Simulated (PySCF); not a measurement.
BrHSZn, SMILES [SH][Zn][Br]. Atoms are numbered in the order given.

```xyz
4

Zn    -0.0206     0.5038     0.0000
Br     0.0094    -1.7327     0.0000
S     -0.0624     2.6735     0.0000
H      1.2883     2.7546     0.0000
```
Charge 0, spin multiplicity 1.

Coordinates come from a PBE0-D3(BJ)/def2-SVP optimisation. The values are those of a single conformer.

Level of theory: IEF-PCM-PBE0/def2-SVP (PySCF).

The values are the electrostatic part of the solvation free energy, E(continuum) − E(gas) at the gas-phase geometry, in a cavity of scaled van der Waals radii (PySCF's table); cavitation and dispersion terms are not included. A continuum can't describe solvent molecules that bind to the metal. In vacuum the orbital gap is 6.20 eV. The dipole moment in vacuum is 1.13 D.

```csv
solvent,ε,ΔG(elec) (kcal/mol),dipole (D),gap (eV)
water,78.36,-18.0,1.43,6.70
n-hexane,1.88,…,…,…
"N,N-dimethylformamide",37.22,-17.5,1.42,6.69
```

Complete the blanks. (The exact figures need the calculation; the answer reports its results.)


- n-hexane, ΔG(elec) (kcal/mol): -5.7
- n-hexane, dipole (D): 1.24
- n-hexane, gap (eV): 6.35
